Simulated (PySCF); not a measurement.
CBrF3, charge +1, quartet, geometry from GFN2-xTB of the parent state (a state made from the parent by changing its charge; the spin is typed, not shown lowest); PySCF with TPSS/def2-SVP.

The PySCF input:
```python
from pyscf import gto, scf, dft

mol = gto.Mole()
mol.atom = '''
    F    -1.255211   -0.590163   -1.107334
    C    -0.817884    0.019610   -0.022939
    F    -1.315279   -0.587090    1.037016
    F    -1.240675    1.268630   -0.036572
    Br    1.120223   -0.026859    0.031418
'''
mol.basis = 'def2-svp'
mol.charge = 1
mol.spin = 3
mol.verbose = 4
mol.build()

mf = dft.UKS(mol)
mf.xc = 'tpss'
mf.kernel()
```

It wrote (shortened):

```
PySCF version 2.14.0

[INPUT] verbose = 4
[INPUT] num. atoms = 5
[INPUT] num. electrons = 67
[INPUT] charge = 1
[INPUT] spin (= nelec alpha-beta = 2S) = 3
[INPUT] symmetry False subgroup None
[INPUT] Mole.unit = angstrom
[INPUT] Symbol           X                Y                Z      unit          X                Y                Z       unit  Magmom
[INPUT]  1 F     -1.255211000000  -0.590163000000  -1.107334000000 AA   -2.372005018541  -1.115246438852  -2.092557988419 Bohr   0.0
[INPUT]  2 C     -0.817884000000   0.019610000000  -0.022939000000 AA   -1.545576761664   0.037057529303  -0.043348427571 Bohr   0.0
[INPUT]  3 F     -1.315279000000  -0.587090000000   1.037016000000 AA   -2.485517087392  -1.109439310471   1.959676226792 Bohr   0.0
[INPUT]  4 F     -1.240675000000   1.268630000000  -0.036572000000 AA   -2.344535959595   2.397363253407  -0.069111063828 Bohr   0.0
[INPUT]  5 Br     1.120223000000  -0.026859000000   0.031418000000 AA    2.116914668439  -0.050756153980   0.059371415382 Bohr   0.0

nuclear repulsion = 367.886281075162
number of shells = 36
number of NR pGTOs = 170
number of NR cGTOs = 88
basis = def2-svp
ecp = {}

******** <class 'pyscf.dft.uks.UKS'> ********
method = UKS
initial guess = minao
damping factor = 0
level_shift factor = 0
DIIS = <class 'pyscf.scf.diis.CDIIS'>
diis_start_cycle = 1
diis_space = 8
diis_damp = 0
SCF conv_tol = 1e-09
SCF conv_tol_grad = None
SCF max_cycles = 50
direct_scf = True
direct_scf_tol = 1e-13
number electrons alpha = 35  beta = 32
XC library pyscf.dft.libxc version 7.1.2
    S. Lehtola, C. Steigemann, M. J. T. Oliveira, and M. A. L. Marques,  SoftwareX 7, 1–5 (2018)
XC functionals = tpss
    J. Tao, J. P. Perdew, V. N. Staroverov, and G. E. Scuseria,  Phys. Rev. Lett. 91, 146401 (2003)
    J. P. Perdew, J. Tao, V. N. Staroverov, and G. E. Scuseria,  J. Chem. Phys. 120, 6898 (2004)
    J. Tao, J. P. Perdew, V. N. Staroverov, and G. E. Scuseria,  Phys. Rev. Lett. 91, 146401 (2003)
    J. P. Perdew, J. Tao, V. N. Staroverov, and G. E. Scuseria,  J. Chem. Phys. 120, 6898 (2004)
radial grids:
    Treutler-Ahlrichs [JCP 102, 346 (1995); DOI:10.1063/1.469408] (M4) radial grids

becke partition: Becke, JCP 88, 2547 (1988); DOI:10.1063/1.454033
pruning grids: <function nwchem_prune>
grids dens level: 3
symmetrized grids: False
atomic radii adjust function: <function treutler_atomic_radii_adjust>
small_rho_cutoff = 0
Set gradient conv threshold to 3.16228e-05
tot grids = 77328
init E= -2910.7514764319

cycle= 1 E= -2910.29357897216  delta_E= 0.458  |g|= 0.699  |ddm|= 3.15

cycle= 2 E= -2908.49244734934  delta_E=  1.8  |g|= 2.05  |ddm|= 2.68

cycle= 3 E= -2910.44792986898  delta_E= -1.96  |g|= 0.287  |ddm|= 2.07

cycle= 4 E= -2910.41628494114  delta_E= 0.0316  |g|= 0.394  |ddm|= 0.85

cycle= 5 E= -2910.47997439564  delta_E= -0.0637  |g|= 0.201  |ddm|= 0.723

cycle= 6 E= -2910.49416592159  delta_E= -0.0142  |g|= 0.0768  |ddm|= 0.338

cycle= 7 E= -2910.49815167455  delta_E= -0.00399  |g|= 0.0179  |ddm|= 0.142

cycle= 8 E= -2910.498355824  delta_E= -0.000204  |g|= 0.0025  |ddm|= 0.0263

cycle= 9 E= -2910.49835779458  delta_E= -1.97e-06  |g|= 0.00168  |ddm|= 0.00581

cycle= 10 E= -2910.49835748936  delta_E= 3.05e-07  |g|= 0.00199  |ddm|= 0.00455

cycle= 11 E= -2910.49835912391  delta_E= -1.63e-06  |g|= 0.000177  |ddm|= 0.00278

cycle= 12 E= -2910.49835913942  delta_E= -1.55e-08  |g|= 8.04e-05  |ddm|= 0.000362

cycle= 13 E= -2910.49835914278  delta_E= -3.35e-09  |g|= 2.99e-05  |ddm|= 0.000201

cycle= 14 E= -2910.49835914321  delta_E= -4.31e-10  |g|= 1.5e-05  |ddm|= 7.69e-05

Extra cycle  E= -2910.49835913925  delta_E= 3.96e-09  |g|= 8.02e-05  |ddm|= 0.000136
converged SCF energy = -2910.49835913925  <S^2> = 3.7529985  2S+1 = 4.0014989
```
